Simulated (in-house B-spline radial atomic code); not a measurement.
Rb³⁰⁺. Computed with a B-spline radial atomic code. Model: all-electron spherical atom, spin shells full or empty, radial basis limit, no spin-orbit coupling: exact exchange with a local potential (Slater, KLI or optimised effective potential, whose far tail is KLI's), no correlation.

Exchange potential has not reached -1/r at the last radius.

The run also made RPA and GW results, which its time includes.

The Slater potential averages the orbital exchange potentials with the orbital densities as weights, KLI adds orbital constants, and the optimised effective potential minimises the exact-exchange energy among local potentials. So their energies lie above Hartree-Fock in the order OEP, KLI, Slater. All fall off as −1/r, unlike LDA and GGA exchange.

Command:
```bash
python run_gw.py task.json out
```
Settings (lengths in bohr, energies in hartree):
```
Z                      37
electrons              7
configuration          [He] 2s2 2p3
hamiltonian            nr
method                 kli
lmax                   9
spin_polarised         True
box_radius             3.04
intervals              63
```

Time taken, with all properties: 1 s on 1 thread of Intel(R) Xeon(R) Platinum 8488C (Sapphire Rapids) (shared host).

Given: hamiltonian non-relativistic; mean-field start exchange-only KLI.

Computed: energy above Hartree-Fock 2.0268 millihartree; virial ratio -E/T less 1 1.4e-05.

```
radius (bohr)  r times exchange potential up (hartree bohr)  r times exchange potential down (hartree bohr)
      0.00135                                     -0.042755                                       -0.045328
      0.00159                                     -0.050318                                       -0.053348
      0.00188                                     -0.059435                                       -0.063017
      0.00221                                     -0.069772                                        -0.07398
       0.0026                                     -0.081929                                       -0.086877
      0.00306                                     -0.096181                                          -0.102
      0.00361                                      -0.11308                                        -0.11993
      0.00425                                      -0.13251                                        -0.14057
      0.00501                                      -0.15523                                        -0.16471
       0.0059                                      -0.18129                                        -0.19242
      0.00695                                      -0.21121                                        -0.22427
      0.00819                                      -0.24528                                        -0.26059
      0.00965                                      -0.28351                                        -0.30141
       0.0114                                      -0.32654                                        -0.34747
       0.0134                                      -0.37182                                         -0.3961
       0.0158                                      -0.42063                                        -0.44877
       0.0186                                      -0.47012                                        -0.50251
       0.0219                                      -0.51865                                        -0.55568
       0.0258                                      -0.56355                                        -0.60547
       0.0304                                      -0.60158                                        -0.64814
       0.0358                                      -0.62999                                        -0.67944
       0.0421                                      -0.64862                                        -0.69488
       0.0496                                       -0.6639                                        -0.68911
       0.0584                                      -0.69194                                        -0.65512
       0.0688                                             ?                                               ?
       0.0811                                       -0.8613                                        -0.52989
       0.0955                                      -0.99361                                         -0.5536
        0.113                                       -1.1326                                         -0.6561
        0.133                                       -1.2494                                        -0.76232
        0.156                                       -1.3317                                         -0.8478
        0.184                                       -1.3737                                        -0.91366
        0.217                                       -1.3713                                         -0.9574
        0.255                                       -1.3345                                          -0.982
        0.301                                       -1.2761                                          -0.994
        0.354                                       -1.2123                                        -0.99841
        0.417                                             ?                                               ?
        0.491                                       -1.0929                                        -0.99996
```

**Question.** What belongs in the row 0.0688?

**Answer.** r times exchange potential up (hartree bohr): -0.75511; r times exchange potential down (hartree bohr): -0.59019.

**Question.** What belongs in the row 0.417?

**Answer.** r times exchange potential up (hartree bohr): -1.15; r times exchange potential down (hartree bohr): -0.99969.

| occupied | level (hartree) | Hartree-Fock level (hartree) |
| --- | --- | --- |
| 1s up | -617.35 | -624.38 |
| 1s down | -617.79 | -622.79 |
| 2s up | ? | ? |
| 2s down | -134.54 | -134.54 |
| 2p up | -132.71 | -132.71 |

**Question.** What belongs in the row 2s up?

**Answer.** level (hartree): -137.08; Hartree-Fock level (hartree): -137.68.

| empty | level (hartree) |
| --- | --- |
| 2p down | -129.84 |
| 3s up | -57.974 |
| 3s down | -57.263 |
| 3p up | -56.575 |
| 3p down | ? |
| 3d up | -55.054 |
| 3d down | -53.931 |
| 4s up | ? |
| 4s down | -31.618 |
| 4p up | -31.211 |
| 4p down | -31.008 |
| 4d up | -30.605 |
| 4d down | -30.289 |
| 4f up | -30.27 |

**Question.** What belongs in the row 3p down?

**Answer.** level (hartree): -55.797.

**Question.** What belongs in the row 4s up?

**Answer.** level (hartree): -31.802.

The highest level, 2p up, differs from Hartree-Fock by +0.033 eV and the deepest, 1s down, by +136 eV: a local potential can match the highest level but can't give each shell its own exchange.
